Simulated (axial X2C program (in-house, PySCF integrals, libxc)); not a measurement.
# Photoelectron levels of BTe⁻ by EOM-IP-CCSD

Calculated with an in-house all-electron X2C program for linear molecules (integrals from PySCF): two-component X2C with atomic mean-field Coulomb and Gaunt terms, Gaussian nuclei, basis Te dyall-acv3z, B dyall-av3z with contracted cores.

R = 2.257 Å (1.090 times 2.071 Å, the PBE0 minimum at charge -1 for the lowest determinant).

Vertical detachment energies of BTe⁻ to the states of BTe:

```csv
Ω of BTe,vertical detachment energy (eV),above lowest (cm⁻¹),ionised spinor,one-hole weight
1/2,2.923,0,"44% B pσ, 21% Te pσ, 16% B sσ",0.91
3/2,3.087,1322,"73% Te pπ, 17% B pπ, 8% B dπ",0.94
1/2,3.577,5273,"68% Te pπ, 11% B pπ, 7% B dπ",0.93
1/2,6.929,32309,"46% Te pσ, 35% B sσ, 9% Te sσ",0.63
```

Q: Take the first Ω = 1/2 and Ω = 3/2 rows of π character: how far apart are they, and which lies lower?

A: E(3/2) − E(1/2) = 1322 − 5273 = -3951 cm⁻¹ at EOM-IP-CCSD: inverted, Ω = 3/2 lower. Splittings at this level can be off by ten to twenty per cent.

This point took 20 s on 1 thread of Arm Neoverse V2, on a shared host.

Reference electrons by ω block (each with its −ω partner): 1/2: 19, 3/2: 8, 5/2: 2. 20 electrons of BTe⁻ correlated (inner shells frozen), 82 natural virtual spinors (a truncated set); levels can be off by some tenths of an eV. Roots sought by Ω: (1/2: 4, 3/2: 3, 5/2: 1); rows need 60 % one-particle weight and stop where some Ω has no more roots. Missing are any skipped roots, higher Ω and states of a further excitation; these come out far too high here and may in truth be low or lowest. T1 of the reference 0.020 (Lee–Taylor). Number of frozen shells: Te 4 s, 3 p, 1 d; B 1 s.
